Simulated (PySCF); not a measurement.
Correlation energy of Xe⁴⁴⁺ (xenon, charge +44)

[Ne], closed-shell 1S. Computed with PySCF 2.14 in an uncontracted even-tempered set (17 s from 21 bohr⁻², ratio 2.2; 11 p from 27 bohr⁻², ratio 2.2; 6 d from 110 bohr⁻², ratio 2.4; 5 f from 170 bohr⁻², ratio 2.4; 4 g from 250 bohr⁻², ratio 2.4), with no relativity, point nucleus. Frozen: nothing; 10 electrons correlated; the 14 highest virtual orbitals of each spin left out.

MP2 pair energies summed by pair of shells (mhartree):

| pair | energy | share (%) |
| --- | --- | --- |
| 2p-2p | -221.20 | 56.5 |
| 2s-2p | -71.09 | 18.1 |
| 1s-2p | -43.80 | 11.2 |
| 1s-1s | -35.46 | 9.1 |
| 2s-2s | -12.06 | 3.1 |
| 1s-2s | -8.09 | 2.1 |

Total MP2 correlation energy: -391.70 mhartree.

At this charge a non-relativistic calculation is a model, useful for the Z dependence of the correlation energy.
